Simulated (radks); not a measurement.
The niobium ion Nb+ inside a hard spherical wall (all orbitals vanish at R), configuration held at [Kr] 4d4 and not refilled when levels cross. All-electron calculation, scalar-relativistic Kohn-Sham, LDA (Slater exchange, VWN5 correlation), spin-polarised, spherical densities, finite nucleus; open shells are filled with parallel spins first (spin-orbit coupling, left out, can overturn this in heavy ions); Fermi nuclear charge, rms radius 4.324 fm. Program: a radial shooting solver on a logarithmic mesh with Libxc functionals. Eigenvalues in eV for spin up, with the zero of energy where the potential of the charges vanishes at infinity; a dash marks a level that is unbound or too diffuse for the functional's potential to be trusted. A positive occupied level is held by the wall or, in an anion where self-interaction has pushed it up, behind a barrier. The pressure on the wall is -dE/dV.

R (bohr),E (hartree),kinetic (hartree),e(3d),e(4s),e(4p),e(4d),"e(5s, empty)","e(5p, empty)",pressure (GPa)
free,-3815.34263,3927.107,-202.80,-65.496,-41.772,-10.283,-10.214,-6.204,0
12,-3815.34262,3927.107,-202.80,-65.495,-41.772,-10.283,-10.213,-6.200,< 0.0001
10,-3815.34260,3927.108,-202.80,-65.493,-41.769,-10.280,-10.210,-6.173,0.000893
8,-3815.34210,3927.113,-202.75,-65.453,-41.730,-10.246,-10.154,-5.969,0.0289
7,-3815.34030,3927.128,-202.64,-65.346,-41.628,-10.153,-9.995,-5.573,0.164
6,-3815.33260,3927.182,-202.27,-65.020,-41.317,-9.858,-9.460,-4.529,0.944
5,-3815.30026,3927.363,-201.22,-64.110,-40.455,-8.980,-7.725,-1.715,5.72
3.5,-3814.93645,3929.012,-195.20,-59.377,-35.946,-3.394,5.353,15.901,128
3,-3814.36822,3931.532,-189.25,-55.087,-31.624,2.491,20.414,34.210,473
2.5,-3812.68533,3938.711,-176.79,-46.199,-22.077,15.347,54.183,72.675,2150
